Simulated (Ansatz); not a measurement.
C$_{3}$H$_{4}$SSi, SMILES `[SiH3]C#CC=S`. Charge 0, multiplicity 1.

```xyz
9

Si    0.0662    1.5316    1.3085
C    -0.0284    0.1223    0.1538
C    -0.0718   -0.8029   -0.6320
C    -0.1391   -1.8842   -1.5263
S     0.7310   -2.0057   -2.8861
H     1.4686    1.6727    1.7686
H    -0.3620    2.7571    0.5921
H    -0.8253    1.2831    2.4666
H    -0.8393   -2.6740   -1.2453
```

Q: List the harmonic frequencies (cm⁻¹, unscaled) at PBE0-D4/def2-TZVP in Ansatz. (Estimate.)

A: Ansatz gave: 12, 87, 138, 237, 381, 444, 621, 672, 676, 868, 917, 936, 942, 988, 1170, 1357, 2242, 2250, 2251, 2253, 3098.
